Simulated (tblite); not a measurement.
Input of a run (GFN2-xTB geometry optimisation, gas phase (tblite 0.8.0)), started from a force field or distance geometry:
```
{"job": {"kind": "relax", "xc": "GFN2-xTB", "basis": "xTB"}, "charge": 1, "multiplicity": 2}
C     -2.572900    -0.419000    -0.165900
N     -1.218000    -0.033200    -0.519400
C     -0.324800    -0.354800     0.378200
C      1.115600    -0.011700     0.148500
O      1.869100    -0.176700     1.118800
C      1.483100     0.521000    -1.204900
S      3.289500     0.529600    -1.454600
H     -2.981200    -1.056600    -0.946000
H     -3.198800     0.479000    -0.107100
H     -2.673600    -0.951400     0.792000
H     -0.551100    -0.861400     1.328600
H      1.041200    -0.100400    -1.985200
H      1.111700     1.548200    -1.276500
H      3.609600     0.887000    -0.198400
```

Output (eV, eV/Å):
```
step      E/eV     max force
  0    -593.76753    4.218
  1    -593.96969    3.443
  2    -594.10505    0.735
  3    -594.12837    0.814
  4    -594.14790    0.484
  5    -594.15661    0.417
  6    -594.17398    0.341
  7    -594.18136    0.374
  8    -594.19845    0.461
  9    -594.21108    0.447
 10    -594.22392    0.289
 11    -594.23067    0.173
 12    -594.23462    0.183
 13    -594.23816    0.169
 14    -594.24172    0.154
 15    -594.24478    0.143
 16    -594.24699    0.106
 17    -594.24863    0.111
 18    -594.25041    0.096
 19    -594.25298    0.157
 20    -594.25650    0.184
 21    -594.26038    0.214
 22    -594.26388    0.173
 23    -594.26719    0.145
 24    -594.27102    0.200
 25    -594.27495    0.175
 26    -594.27764    0.149
 27    -594.27901    0.087
 28    -594.27986    0.092
 29    -594.28071    0.085
 30    -594.28154    0.074
 31    -594.28214    0.052
 32    -594.28253    0.047
 33    -594.28291    0.060
 34    -594.28336    0.065
 35    -594.28388    0.056
 36    -594.28441    0.055
 37    -594.28499    0.063
 38    -594.28574    0.069
 39    -594.28669    0.094
 40    -594.28762    0.084
 41    -594.28830    0.059
 42    -594.28873    0.051
 43    -594.28909    0.052
 44    -594.28951    0.058
 45    -594.28999    0.062
 46    -594.29050    0.076
 47    -594.29101    0.082
 48    -594.29148    0.072
 49    -594.29186    0.055
 50    -594.29212    0.036
 51    -594.29234    0.050
 52    -594.29258    0.061
 53    -594.29280    0.051
 54    -594.29314    0.057
 55    -594.29356    0.049
 56    -594.29409    0.055
 57    -594.29432    0.040
 58    -594.29455    0.035
 59    -594.29469    0.032
 60    -594.29484    0.034
 61    -594.29495    0.031
 62    -594.29500    0.011
 63    -594.29501    0.011
 64    -594.29503    0.011
 65    -594.29505    0.014
 66    -594.29507    0.014
 67    -594.29510    0.016
 68    -594.29514    0.015
 69    -594.29518    0.019
 70    -594.29522    0.019
 71    -594.29525    0.014
 72    -594.29529    0.017
 73    -594.29532    0.017
 74    -594.29536    0.019
 75    -594.29539    0.015
 76    -594.29542    0.015
 77    -594.29545    0.016
 78    -594.29551    0.027
 79    -594.29558    0.029
 80    -594.29566    0.021
 81    -594.29573    0.019
 82    -594.29577    0.017
 83    -594.29580    0.019
 84    -594.29583    0.013
 85    -594.29584    0.010
 86    -594.29585    0.007
```

Problem. Summarise the run.

Solution. The energy falls by 51.0 kJ/mol over 86 L-BFGS steps, the largest force on an atom goes from 4.22 to 0.007 eV/Å, and the atoms move by 0.294 Å rms after alignment. The bond that changes most is N2=C3 (ends: nitrogen bonded to 2 C; carbon bonded to C, N and H), which shortens by 0.064 Å. Bonds longer at the end by more than 0.005 Å: 3 of 13; shorter: 5. Among the angles that change most is C1–N2–C3, from 113.9° to 133.6°. Among the dihedrals that turn most is H12–C6–S7–H14, from -159° to 174°. The energy never rose by more than 1e-5 eV on the way. The first step brought 38 % of the lowering.

Problem. What are the final bond lengths?

Solution. C1–N2 1.393 Å, N2=C3 1.243 Å, C3–C4 1.505 Å, C4=O5 1.188 Å, C4–C6 1.535 Å, C6–S7 1.798 Å, C1–H8 1.093 Å, C1–H9 1.094 Å, C1–H10 1.096 Å, C3–H11 1.095 Å, C6–H12 1.090 Å, C6–H13 1.093 Å, S7–H14 1.343 Å. Numbering counts from 1 in the input's order; the species is `C/N=C/C(=[O+])CS` [radical].

On Arm Neoverse V1, one thread (shared host), this took 0.52 s of wall time.

GFN2-xTB frequencies show an imaginary mode (28i cm⁻¹), so the point is no minimum at that level. 3 starts were optimised and ended at 0.00, 0.05 and 2.29 kcal/mol (GFN2-xTB); the lowest of these is shown.

One conformer stands for the species.

All values are computed, not measured.
